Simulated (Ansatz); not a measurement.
Basis-set extrapolation for CH₁₀BNSi₂ (`CB(N)[SiH2][SiH3]`) (PBE0-D4/def2-TZVP geometry, frozen core, Ansatz 0.2.0). Multiplicity 1, RHF reference.

```csv
,def2-TZVPP,def2-QZVPP
HF,-700.801037,-700.824534
MP2 correlation,-0.749136,-0.800122
CCSD(T) correlation,-0.852821,not run
```

Energies in hartree. Use E(X) = E(∞) + A·exp(−7.88·√X) for Hartree–Fock and E(X) = E(∞) + B·X^(−2.97) for correlation, with X = 3 and 4, and add CCSD(T) minus MP2 of the smaller set to the MP2 limit.

Question: What is the CCSD(T) energy at the basis-set limit?

Answer: HF limit: -700.824534 + (-0.023497) × 0.13774 = -700.82777. MP2 limit: -0.800122 + (-0.050986) × 0.74074 = -0.83789. Higher-order term: -0.852821 − (-0.749136) = -0.10369. Total: -701.76935 hartree, 303.2 kJ/mol below CCSD(T)/def2-TZVPP.
